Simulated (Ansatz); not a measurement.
AgF2. The state is a doublet with charge 0. Geometry r2SCAN-D4/def2-TZVPD, that of the charge -1 singlet; atoms count from 1.

```xyz
3

Ag    0.0000    0.0001    0.0001
F     1.8943   -0.4569    0.4846
F    -1.8943    0.4569   -0.4846
```

In the def2 sets Ag takes a core potential; there is no spin–orbit coupling. The structure comes from a short search, and lower isomers may exist.

Estimate the Mulliken populations from the PBE0/def2-TZVPD orbitals of Ansatz.


```csv
atom,charge (e),spin (α − β),d electrons
Ag1,1.14,0.70,9.46
F2,-0.57,0.15,–
F3,-0.57,0.15,–
```
Mulliken values and Mayer orders depend strongly on the basis. With diffuse functions, as here, like atoms can get unlike values, and bond orders can come out too low or too high.

Where does the spin sit?

Summed by element: Ag 0.70, F 0.30, of 1 unpaired in all. Largest on single atoms: Ag1 0.70, F2 0.15, F3 0.15.

And the Mayer bond orders between bonded heavy atoms (over 0.3)?

Ag1–F2 0.46 (2.01 Å); Ag1–F3 0.46 (2.01 Å).
